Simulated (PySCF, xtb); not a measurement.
Br2H2OSn, SMILES [SnH]([Br])([OH])[Br].

GFN2-xTB (xtb 6.7.1) at its own geometry gives an orbital gap of 2.68 eV and a dipole moment of 4.19 D.

Geometry: PBE0-D3(BJ)/def2-SVP. The structure was generated by enumeration; whether it is a known compound was not checked. The def2 effective core potentials stand for the cores of Sn; spin–orbit coupling is left out. The values are those of a single conformer.

### Question
What does PySCF with r2SCAN/def2-TZVP give? (Estimate from the structure and the level; the computed values follow.)

### Answer
gap 4.67 eV (levels -7.65 and -2.97 eV), dipole 0.60 D.
